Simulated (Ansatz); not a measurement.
H$_{2}$Sb, doublet, geometry from GFN2-xTB (all electrons, no relativity); SC-NEVPT2/STO-3G, CASSCF(3,4) in Ansatz (a quantum-chemistry and plane-wave program).

Ansatz was given this input:
Ansatz 0.2 input:
```yaml
crystal:
  periodic: [false, false, false]
  atoms:
    - {symbol: Sb, position_ang: [0.00051452, 0.04684124, 0.00157597]}
    - {symbol: H, position_ang: [-1.19779239, -1.18206046, -0.02171229]}
    - {symbol: H, position_ang: [1.17155189, -1.20684293, -0.05866229]}
basis:
  gaussian:
    orbitals: STO-3G
correlation: {method: sc_nevpt2, electrons: all, active_space: {window: {electrons: 3, orbitals: 4}}}
magnetization: {spin_polarized: false, initial_magnetization: 1}
```

It wrote (shortened):

```
Functional definition: HF
288 factors; integrals over basis functions are off by at most 6.9e-6 eV
mean field evaluation 1: about -170138.7738 eV, gradient 3.8e0 eV
mean field evaluation 2: about -170138.7736 eV, gradient 3.8e0 eV
mean field evaluation 4: about -170138.8532 eV, gradient 1.1e-1 eV
mean field evaluation 8: about -170138.8532 eV, gradient 1.5e-5 eV
mean field -170138.85316596 eV, -6252.4875295925 hartree, gradient 7.6e-7 eV, S^2 0.750000; 0 other end points of the search recorded, 0 dependent functions left out
reference -170138.85316596 eV, -6252.4875295925 hartree; 27, 26 occupied and 2, 3 virtual orbitals, 288 factors
state -170139.37897428 eV, -6252.5068526915 hartree
state -170139.37897428 eV, -6252.5068526915 hartree; corrected -170139.73743223 eV, -6252.5200257785 hartree
Total energy: -170139.73743223 eV, -6252.5200257785 hartree
```
